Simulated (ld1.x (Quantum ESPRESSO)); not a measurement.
# How hard is this Ti (Z = 22) TM potential?

* Element: Ti (Z = 22)
* Generator: ld1.x (Quantum ESPRESSO) 7.5
* Type: norm-conserving Troullier–Martins (Kleinman–Bylander form)
* Functional: PBEsol
* Relativity: scalar-relativistic
* Frozen core: [Ne]
* Valence charge: 12
* Reference configuration: 3s2 3p6 3d2 4s1.5 4p0.5
* Partial waves: 3s (bound): rc 1.60 bohr; 3p (bound): rc 1.40 bohr; 3d (bound): rc 1.65 bohr
* Local potential: the d channel
* Core correction: none

Occupied shells without a wave of their own: 4p, 4s. They enter only through the test configuration that unscreens the potential.

The pseudo-atom Hamiltonian at the reference potential is diagonalised in spherical Bessel functions j_l(qr) that vanish at 20 bohr, with q² up to the cutoff. All-electron valence levels (Ry): 3s -4.6404, 4s -0.3581, 3p -2.9002, 4p -0.1307, 3d -0.3604.

Q: How do the lowest levels (Ry) of each channel move with the cutoff, and are there ghosts?

A:

```json
{"cutoff (Ry)": "8", "s #1": "-4.5369", "s #2": "-0.3430", "s #3": "-0.0094", "p #1": "-1.6767", "p #2": "-0.0696", "p #3": "0.0462", "d #1": "0.0197", "d #2": "0.0880", "f #1": "0.0922", "f #2": "0.2115", "Σ f·Δε (mRy)": "8402.0"}
{"cutoff (Ry)": "18", "s #1": "-4.6164", "s #2": "-0.3670", "s #3": "-0.0126", "p #1": "-2.6829", "p #2": "-0.1162", "p #3": "0.0326", "d #1": "0.0010", "d #2": "0.0684", "f #1": "0.0922", "f #2": "0.2114", "Σ f·Δε (mRy)": "2108.7"}
{"cutoff (Ry)": "30", "s #1": "-4.6333", "s #2": "-0.3697", "s #3": "-0.0131", "p #1": "-2.8853", "p #2": "-0.1262", "p #3": "0.0304", "d #1": "-0.0903", "d #2": "0.0465", "f #1": "0.0922", "f #2": "0.2114", "Σ f·Δε (mRy)": "668.9"}
{"cutoff (Ry)": "50", "s #1": "-4.6393", "s #2": "-0.3816", "s #3": "-0.0151", "p #1": "-2.8998", "p #2": "-0.1277", "p #3": "0.0301", "d #1": "-0.3241", "d #2": "0.0376", "f #1": "0.0922", "f #2": "0.2114", "Σ f·Δε (mRy)": "83.9"}
{"cutoff (Ry)": "70", "s #1": "-4.6402", "s #2": "-0.3857", "s #3": "-0.0159", "p #1": "-2.9000", "p #2": "-0.1277", "p #3": "0.0301", "d #1": "-0.3586", "d #2": "0.0369", "f #1": "0.0922", "f #2": "0.2114", "Σ f·Δε (mRy)": "5.3"}
{"cutoff (Ry)": "110", "s #1": "-4.6404", "s #2": "-0.3859", "s #3": "-0.0159", "p #1": "-2.9002", "p #2": "-0.1277", "p #3": "0.0301", "d #1": "-0.3603", "d #2": "0.0369", "f #1": "0.0922", "f #2": "0.2114", "Σ f·Δε (mRy)": "0.2"}
{"cutoff (Ry)": "400", "s #1": "-4.6404", "s #2": "-0.3860", "s #3": "-0.0159", "p #1": "-2.9002", "p #2": "-0.1277", "p #3": "0.0301", "d #1": "-0.3604", "d #2": "0.0369", "f #1": "0.0922", "f #2": "0.2114", "Σ f·Δε (mRy)": "0.0"}
```

Result: no extra level below or beside the all-electron valence levels (s, p, d, f tested); 10 mRy is reached at 70 Ry and 1 mRy at 90 Ry.

The potential misses its own reference levels by up to 0.4 eV. Its largest configuration-test error is -981 meV.
